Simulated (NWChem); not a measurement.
System meant: heptafluoropropane (C3HF7); SMILES FC(C(F)(F)F)C(F)(F)F

Here is an NWChem input.

```
start job
memory heap 200 mb stack 900 mb global 1100 mb
geometry units angstroms noautoz
  F     -1.817626    -0.053053     0.000000
  C     -0.539936    -0.504307     0.000000
  C      0.134877    -0.031989     1.288655
  F     -0.548887    -0.492586     2.330532
  F      1.376168    -0.503196     1.358177
  F      0.176313     1.290135     1.369319
  C      0.134877    -0.031989    -1.288655
  F      0.176313     1.290135    -1.369319
  F     -0.548887    -0.492586    -2.330532
  F      1.376168    -0.503196    -1.358177
  H     -0.524876    -1.606864     0.000000
end
basis spherical
  F library def2-svp
  C library def2-svp
  H library def2-svp
end
dft
  xc xpbe96 cpbe96
  iterations 4
  mulliken
end
task dft energy
```

End of the output:

```
    Atom       Charge   Shell Charges
 -----------   ------   -------------------------------------------------------
    1 F    9     9.07   1.98  1.02  0.73  3.23  2.10  0.01
    2 C    6     5.99   1.96  0.63  0.30  1.90  1.03  0.18
    3 C    6     5.93   1.96  0.61  0.29  1.74  0.93  0.40
    4 F    9     9.02   1.98  1.02  0.73  3.21  2.07  0.01
    5 F    9     9.02   1.98  1.02  0.73  3.20  2.08  0.01
    6 F    9     9.02   1.98  1.02  0.73  3.21  2.07  0.01
    7 C    6     5.93   1.96  0.61  0.29  1.74  0.93  0.40
    8 F    9     9.02   1.98  1.02  0.73  3.21  2.07  0.01
    9 F    9     9.02   1.98  1.02  0.73  3.21  2.07  0.01
   10 F    9     9.02   1.98  1.02  0.73  3.20  2.08  0.01
   11 H    1     0.96   0.64  0.25  0.07

 center of mass
 --------------
 x =   0.00767016 y =   0.02401965 z =  -0.00000000

 moments of inertia (a.u.)
 ------------------
        1697.424219249558           0.000000000000           0.000000000000
           0.000000000000        1925.413920759294           0.000000000000
           0.000000000000           0.000000000000         854.791147484935

     Multipole analysis of the density
     ---------------------------------

     L   x y z        total         alpha         beta         nuclear
     -   - - -        -----         -----         ----         -------
     0   0 0 0     -0.000000    -41.000000    -41.000000     82.000000

     1   1 0 0      0.092652      0.046326      0.046326     -0.000000
     1   0 1 0     -0.496238     -0.248119     -0.248119     -0.000000
     1   0 0 1     -0.000000     -0.000000     -0.000000      0.000000

     2   2 0 0    -40.024683   -148.640842   -148.640842    257.257001
     2   1 1 0      0.439575     -0.659518     -0.659518      1.758611
     2   1 0 1      0.000000      0.000000      0.000000     -0.000000
     2   0 2 0    -37.125783    -95.407284    -95.407284    153.688784
     2   0 1 1      0.000000      0.000000      0.000000      0.000000
     2   0 0 2    -39.977183   -349.681099   -349.681099    659.385015

 ------------------------------------------------------------------------
 dft energy failed                                                                                  0
 ------------------------------------------------------------------------
 ------------------------------------------------------------------------
  current input line :
    26: task dft energy
 ------------------------------------------------------------------------
 ------------------------------------------------------------------------
 This type of error is most commonly associated with calculations not reaching convergence criteria
 ------------------------------------------------------------------------
 For more information see the NWChem manual at https://nwchemgit.github.io

0:dft energy failed:Received an Error in Communication
```

**Question.** Find the fault in this run and fix the input.

**Answer.** Convergence was not reached. Cause: the SCF was allowed too few iterations. This input runs:
```
start job
memory heap 200 mb stack 900 mb global 1100 mb
geometry units angstroms noautoz
  F     -1.817626    -0.053053     0.000000
  C     -0.539936    -0.504307     0.000000
  C      0.134877    -0.031989     1.288655
  F     -0.548887    -0.492586     2.330532
  F      1.376168    -0.503196     1.358177
  F      0.176313     1.290135     1.369319
  C      0.134877    -0.031989    -1.288655
  F      0.176313     1.290135    -1.369319
  F     -0.548887    -0.492586    -2.330532
  F      1.376168    -0.503196    -1.358177
  H     -0.524876    -1.606864     0.000000
end
basis spherical
  * library def2-svp
end
dft
  xc xpbe96 cpbe96
  iterations 150
  mulliken
end
task dft energy
```
It converges to -812.42308 Ha (PBE/def2-SVP).
